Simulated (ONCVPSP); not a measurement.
Before and after: ONCV potential for Te

tellurium, optimised norm-conserving Vanderbilt (ONCV), made with ONCVPSP 4.0.1 (PBEsol, scalar-relativistic). Core [Kr], reference 4d10 5s2 5p4. Waves: 5s: rc 1.85 bohr, ncon 3, nbas 8, qcut 3.4 1/bohr, 1 projector; 5p: rc 1.70 bohr, ncon 4, nbas 7, qcut 5.7 1/bohr, 2 projectors, debl 3.6 Ha; 4d: rc 1.35 bohr, ncon 4, nbas 9, qcut 10.4 1/bohr, 2 projectors, debl 1.9 Ha. Local part: polynomial inside 1.30 bohr (lpopt 5, dvloc0 0 Ha). Core correction: Teter function, fcfact 3.25, rcfact 1.65.

Change: s: qcut 2.7; p: qcut 4.6; d: qcut 8.3.

Cutoffs: the cutoffs (Ha) at which the residual kinetic energy of the hardest occupied pseudo-wave falls to 1 and 0.1 mHa per electron; they do not see the model core or the augmentation charge, which bear on the density cutoff. Errors are all-electron minus pseudo energies relative to the spin-unpolarised reference configuration.

Question: Predict the effect on cutoff, ghosts and configuration errors.

Answer: The potential gets harder (43 Ha and 56 Ha → 50 Ha and 160 Ha); both files keep a bound ghost (p, s); of the 4 tests that both files solve, the error grows in 0 and shrinks in 1 by more than 15 % and 0.3 meV (median size 3.1 → 3.3 meV).

| quantity | base | changed |
| --- | --- | --- |
| cutoff, loose | 43 Ha | 50 Ha |
| cutoff, tight | 56 Ha | 160 Ha |
| loose cutoff by channel | s 15 Ha, p 16 Ha, d 43 Ha | s 50 Ha, p 29 Ha, d 49 Ha |
| bound ghosts | s, p | s, p |
| GHOST(+) flags under 300 eV | p at 198.3 eV | p at 139.2 eV |
| error for 4d10 5s2 5p3, meV [ΔE 9.75 eV] | -2.0 | -2.0 |
| error for 4d10 5s2 5p2, meV [ΔE 27.72 eV] | -3.9 | -4.0 |
| error for 4d10 5s2 5p1, meV [ΔE 54.68 eV] | -2.3 | -2.6 |
| error for 4d9 5s2 5p5, meV [ΔE 38.18 eV] | -343 | -288 |
| s: phases at 1.87 bohr within 0.05 rad from the reference energy up to (Ha; the scan ends near 5) | 1.8 | 1.7 |
| p: phases at 1.72 bohr within 0.05 rad from the reference energy up to (Ha; the scan ends near 5) | to the end of the scan | 4.8 |
| d: phases at 1.37 bohr within 0.05 rad from the reference energy up to (Ha; the scan ends near 5) | to the end of the scan | to the end of the scan |
| rms error of d²Exc/dni dnj with the model core, mHa | 0.19 | 0.36 |

 A true bound ghost makes a file unfit for plane-wave use even where its test errors are small: the radial tests pick states by their node count and pass the ghost by.
